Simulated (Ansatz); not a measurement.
Saddle point of TiZnN4H10S2, singlet (TiZnN₄H₁₀S₂ ([NH2][Ti]([NH2])([NH2])[NH2][Zn]([SH])[SH]) → TiZnN₄H₁₀S₂ ([NH2][Ti]1([NH2])([NH3])[NH2][Zn]([SH])[S]1); bonds formed: Ti1–S7, N2–H6; bonds broken: H6–S7; bonds weakened to dative contacts: Ti1–N2), PBE0-D4/def2-TZVP structure:

```tsv
atom	x (Å)	y (Å)	z (Å)
Ti1	-0.5579	-0.3832	0.2220
N2	0.5155	-1.1365	1.7437
N3	-0.4923	-1.9963	-0.7727
N4	-2.3416	-0.2057	0.7191
N5	-0.1195	0.6392	-1.5284
H6	0.7338	0.3308	1.8004
S7	0.3638	1.7441	1.3604
Zn8	1.3039	1.8590	-0.7118
S9	2.9851	2.7399	-1.8124
H10	1.3978	-1.6160	1.6233
H11	0.0776	-1.4327	2.6055
H12	-0.6029	-2.1178	-1.7693
H13	-0.2872	-2.8842	-0.3360
H14	-3.1014	-0.8348	0.5094
H15	-2.6535	0.6043	1.2383
H16	-0.8783	1.2477	-1.8217
H17	0.1534	0.0941	-2.3365
H18	3.5035	3.3480	-0.7334
```

Energies are electronic, without zero-point energy. Barriers and step energies count from the start structure reached by relaxing down the imaginary mode; all methods use the PBE0-D4 structures, on which another method's saddle can fall below an end. Ansatz 0.2.0; basis: def2-TZVPP, with def2-QZVPP for the basis limit; cores frozen in the correlated methods. The 3s and 3p shells of Cu and Zn are frozen; filled d shells are correlated. B3LYP uses VWN-RPA correlation. Extrapolation: Hartree–Fock as exp(−7.88 √X), correlation as X^−2.97.

```json
{"method": "SPW92", "barrier (eV)": "0.362", "step energy (eV)": "-0.764"}
{"method": "PBE-D4", "barrier (eV)": "0.617", "step energy (eV)": "-0.632"}
{"method": "BLYP-D4", "barrier (eV)": "0.838", "step energy (eV)": "-0.477"}
{"method": "r2SCAN-D4", "barrier (eV)": "?", "step energy (eV)": "-0.729"}
{"method": "B97M-V", "barrier (eV)": "0.711", "step energy (eV)": "-0.799"}
{"method": "PBE0-D4", "barrier (eV)": "0.696", "step energy (eV)": "-0.661"}
{"method": "B3LYP-D4", "barrier (eV)": "0.876", "step energy (eV)": "-0.524"}
{"method": "r2SCAN0-D4", "barrier (eV)": "0.696", "step energy (eV)": "-0.727"}
{"method": "BHLYP-D4", "barrier (eV)": "0.985", "step energy (eV)": "-0.554"}
{"method": "CAM-B3LYP-D4", "barrier (eV)": "0.879", "step energy (eV)": "-0.544"}
{"method": "wB97X-V", "barrier (eV)": "0.820", "step energy (eV)": "-0.628"}
{"method": "wB97M-V", "barrier (eV)": "0.813", "step energy (eV)": "-0.656"}
{"method": "B2PLYP", "barrier (eV)": "0.704", "step energy (eV)": "-0.794"}
{"method": "PBE-QIDH", "barrier (eV)": "0.628", "step energy (eV)": "-0.859"}
{"method": "RPA on PBE", "barrier (eV)": "0.688", "step energy (eV)": "-0.811"}
{"method": "HF", "barrier (eV)": "?", "step energy (eV)": "-0.608"}
{"method": "MP2", "barrier (eV)": "?", "step energy (eV)": "-0.933"}
{"method": "CCSD", "barrier (eV)": "0.803", "step energy (eV)": "-0.731"}
{"method": "CCSD(T)", "barrier (eV)": "0.694", "step energy (eV)": "-0.822"}
```

Q: Fill in the withheld barriers. (To be estimated.)

A: The calculation gives: r2SCAN-D4 0.623; MP2 0.560; HF 1.195 eV. Each is the energy of the saddle less that of the start structure, by the same method.

For comparison, the barrier by CCSD(T) at an estimated basis limit (MP2 extrapolated from triple and quadruple zeta, plus CCSD(T) − MP2 in triple zeta) is 0.667 eV.

T1 diagnostic: at most 0.023.

Exchanges of this kind with a chalcogen hydride build sulfide and selenide films. Here a small cluster stands in for the surface site.

Labels in which every atom is bracketed show which atoms are joined, not bond orders.

For scale, one of the runs: CCSD(T)/def2-TZVPP, 476 basis functions, launched by `ansatz run in.yaml --threads 4 --pin off --events-out ev --progress --plain --max-ram 66560MiB --backend cuda --devices 0, --max-vram 37GiB`. Time: 95 s of wall clock on 4 CPU threads of an AMD EPYC 7R13 and a share of one NVIDIA H100; the host was shared. Peak host memory: 1.3 GiB.
